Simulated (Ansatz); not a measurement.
Species: H₂SeSi, SMILES `[SiH2]=[Se]` with one electron removed (charge 1, multiplicity 2).

Problem. Give a relaxed geometry from r2SCAN-D4/def2-TZVP (Ansatz, an electronic-structure program).

Solution. the end point of this relaxation (outside a Z-matrix the atoms follow the SMILES, hydrogens last).
Z-matrix (Å, degrees):
```
Si
H 1 1.4748
H 1 1.4748 2 122.08
Se 1 2.1527 2 118.96 3 -180.00
```
